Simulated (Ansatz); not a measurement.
The same atomization along the group S, Se, Te.

Program: Ansatz. Geometries: PBE0-D4/def2-TZVP. ΔE: electronic, gas phase. CCSD(T)/CBS is the MP2 limit (def2-TZVPP, def2-QZVPP) plus CCSD(T) − MP2 in def2-TZVPP, frozen cores. This one scheme is used for every species, atoms too. Functionals use def2-TZVPP. No spin–orbit coupling; open shells (•) take unrestricted orbitals. Spin–orbit coupling would lower the free atoms: a little for S; clearly for Se; strongly for Sn, Te. Elements past krypton have def2 core potentials. Bonds to Se, Sn, Te are less sure, by a few kJ/mol each and by 10 to 20 or more in all where they break to atoms, as the def2 sets lack core-valence functions. Scalar relativity is left out up to krypton.

```json
{"reaction": "`[S][Sn]` → S• + Sn•", "revPBE-D4 (kcal/mol)": "118.9"}
{"reaction": "`[Se][Sn]` → Se• + Sn•", "revPBE-D4 (kcal/mol)": "109.0"}
{"reaction": "`[Sn][Te]` → Te• + Sn•", "revPBE-D4 (kcal/mol)": "95.4"}
```

Q: Give the CCSD(T)/CBS values in the same order. (Best estimate.)

A: Ansatz gave: 120.3, 112.5, 101.3 kcal/mol.

Largest T1 diagnostic: 0.023, for `[S][Sn]`.

For atomizations the MP2-based limit and the directly extrapolated one differ by several kJ/mol either way, and by 10 to 25 for some Ge, Se and Sn compounds, so smaller differences from it don't rank the levels.
